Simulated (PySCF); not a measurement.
C₆H₅Cl₂Ga, SMILES [Cl][Ga]([Cl])[c]1ccccc1 (PBE0/def2-SVP optimised geometry):

```
14

Ga    -2.342     0.000     0.000
Cl    -3.474     1.821     0.000
Cl    -3.481    -1.816     0.004
C     -0.411     0.000     0.000
C      0.301    -1.210     0.011
C      1.695    -1.206     0.015
C      2.388     0.005     0.007
C      1.691     1.213    -0.005
C      0.297     1.212    -0.008
H     -0.236    -2.163     0.017
H      2.243    -2.151     0.024
H      3.481     0.007     0.010
H      2.235     2.160    -0.011
H     -0.244     2.163    -0.016
```

Level of theory: PBE0/def2-TZVP (PySCF).

**Question.** What are the frontier orbital energies and the dipole moment?

**Answer.** HOMO-2 -8.69 eV, HOMO-1 -7.92 eV, HOMO -7.81 eV, LUMO -1.79 eV, LUMO+1 -0.76 eV; dipole moment 3.52 D.

On the same geometry PBE/def2-TZVP run with PySCF gives HOMO-2 -7.37 eV, HOMO-1 -6.94 eV, HOMO -6.84 eV, LUMO -2.57 eV, LUMO+1 -1.70 eV; dipole moment 3.49 D.

Meta-Löwdin charges at PBE0/def2-TZVP: Ga1 0.67, Cl2 -0.29, Cl3 -0.29, C4 -0.20, C5 -0.10, C6 -0.12, C7 -0.10, C8 -0.12, C9 -0.10, H10 0.13, H11 0.13, H12 0.13, H13 0.13, H14 0.13.
